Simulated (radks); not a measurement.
Problem. All-electron atom: W III in [Xe] 4f14 5d4. All-electron calculation, Dirac Kohn-Sham, PBE, spin-unpolarised, spherical densities, finite nucleus; open shells are shared between the two j in proportion to 2j + 1; Fermi nuclear charge, rms radius 5.3658 fm. Program: a radial shooting solver on a logarithmic mesh with Libxc functionals. Some entries of the table are withheld. Estimate them.

orbital,occ.,eigenvalue (Ry),r(max) (bohr),<r> (bohr)
1s1/2,2,-5099.928,0.01146,0.01835
2s1/2,2,-880.6558,0.06588,0.07695
2p1/2,2,-842.3798,(1),(2)
2p3/2,4,-742.9593,(3),(4)
3s1/2,2,-203.7180,0.1855,(5)
3p1/2,2,-186.6289,0.1737,0.1906
3p3/2,4,-165.1309,0.1877,0.2053
3d3/2,4,-136.2920,0.1471,0.1797
3d5/2,6,-131.6167,0.1510,0.1842
4s1/2,2,-42.96114,0.4211,0.4495
4p1/2,2,-35.86605,0.4209,(6)
4p3/2,4,-30.88436,0.4504,(7)
4d3/2,4,-19.21677,0.4471,0.5047
4d5/2,6,-18.29875,0.4565,0.5161
5s1/2,2,-6.97614,0.9638,(8)
5p1/2,2,-4.87692,(9),1.177
5p3/2,4,-4.15553,(10),1.279
4f5/2,6,-3.70689,0.4262,0.6028
4f7/2,8,-3.54241,0.4312,0.6125
5d3/2,1.6,-1.49774,1.449,1.844
5d5/2,2.4,-1.43633,1.493,1.903

Solution. 
(1) 2p1/2 r(max) (bohr): 0.04896
(2) 2p1/2 <r> (bohr): 0.06365
(3) 2p3/2 r(max) (bohr): 0.05580
(4) 2p3/2 <r> (bohr): 0.07161
(5) 3s1/2 <r> (bohr): 0.2006
(6) 4p1/2 <r> (bohr): 0.4546
(7) 4p3/2 <r> (bohr): 0.4878
(8) 5s1/2 <r> (bohr): 1.068
(9) 5p1/2 r(max) (bohr): 1.034
(10) 5p3/2 r(max) (bohr): 1.118
